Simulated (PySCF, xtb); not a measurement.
B(Cl)(F)(NHMe) (CH₄BClFN), SMILES FB(Cl)NC.

GFN2-xTB (xtb) at its own geometry gives an orbital gap of 6.03 eV and a dipole moment of 3.84 D.

Geometry optimised at r2SCAN-D4/def2-SVP. This is a generated structure with no PubChem entry under its InChIKey; it may be hypothetical. Other conformers were not sampled.

Task: What does PBE/def2-TZVP in PySCF give? (An estimate is asked for; the answer gives what the named calculation found.)

Result: gap 6.46 eV (levels -6.49 and -0.03 eV), dipole 2.93 D.
